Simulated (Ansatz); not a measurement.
Frontier orbitals of ClFHOY, SMILES `[OH][Y]([F])[Cl]`.

Charge 0, multiplicity 1. Correlated methods include outer-core shells of Y, which these sets cover unevenly. Y: def2 effective core potential. All single points use the PBE0-D4/def2-TZVP geometry. It is one conformer, not always the lowest. Basis def2-TZVPP, the Gaussian-basis code of Ansatz.

A caution on the coupled-cluster cation, which keeps the state that its UHF reference found: it lies well above the hybrids' cation and may not be the lowest state; large T1 diagnostic of the cation.

| functional | HOMO (eV) | LUMO (eV) |
| --- | --- | --- |
| HF | -11.93 | 0.17 |

Q: Give HOMO and LUMO (eV) with LDA (SPW92), PBE, revPBE, BLYP, r2SCAN, B97M-V, PBE0, B3LYP, r2SCANh, r2SCAN0, HSE06 (plane-wave form), BHLYP, CAM-B3LYP, LC-ωPBE, ωB97X-V, ωB97M-V. (Best estimate.)

A: Ansatz gave: 
| functional | HOMO | LUMO |
| --- | --- | --- |
| LDA (SPW92) | -7.38 | -3.16 |
| PBE | -7.20 | -2.96 |
| revPBE | -7.13 | -2.83 |
| BLYP | -7.05 | -3.00 |
| r2SCAN | -7.56 | -2.48 |
| B97M-V | -7.60 | -2.74 |
| PBE0 | -8.63 | -2.18 |
| B3LYP | -8.35 | -2.55 |
| r2SCANh | -8.08 | -2.24 |
| r2SCAN0 | -8.87 | -1.89 |
| HSE06 (plane-wave form) | -8.22 | -2.55 |
| BHLYP | -9.89 | -1.66 |
| CAM-B3LYP | -10.01 | -1.48 |
| LC-ωPBE | -11.44 | -0.18 |
| ωB97X-V | -11.06 | -0.38 |
| ωB97M-V | -10.92 | -0.83 |

B3LYP here is the variant with VWN-RPA as its local correlation; programs differ in this. LC-ωPBE has ω = 0.4 bohr⁻¹.
